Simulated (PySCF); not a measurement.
**Ionisation energy of Nb⁺ by level of theory**

Nb⁺ [Kr] 4d4 [4d3/2^4, M_J = 0] → Nb²⁺ [Kr] 4d3 [4d3/2^3, M_J = 3/2], as a difference of total energies. Computed with PySCF 2.14 in x2c-QZVPPall-2c, with the two-component X2C-1e Hamiltonian. Correlated levels: [Ar] 3d10 frozen; the 34 highest virtual spinors dropped. "Screened" scales the spin-orbit matrix elements by Boettger's factors to mimic the two-electron term; Breit and QED terms are absent.

| method | ionisation energy (eV) |
| --- | --- |
| GHF (spin-free) | 13.142 |
| GMP2 (spin-free) | 14.092 |
| GHF (screened spin-orbit) | 13.094 |
| GMP2 (screened spin-orbit) | 14.041 |

Q: How much does correlation contribute at GMP2 (screened spin-orbit)?

A: 14.041 − (13.094) = 0.947 eV, measured against GHF (screened spin-orbit).

The spin-free rows relax to the high-spin LS determinant and lack the spin-orbit shift.

The labels give the starting determinants; with spin-orbit coupling the two ends relaxed to ⟨J²⟩ = 3.87, ⟨L²⟩ = 6.05, ⟨S²⟩ = 6.00 and ⟨J²⟩ = 6.49, ⟨L²⟩ = 12.00, ⟨S²⟩ = 3.75.

The determinant of Nb⁺ and of Nb²⁺ mixes levels of different J (the jj label is only the starting occupation), so the difference between spin-free and spin-orbit rows is not the physical spin-orbit shift.

For comparison: 14.32 eV (semi-empirical (NIST evaluation); NIST Atomic Spectra Database, ionization energies).
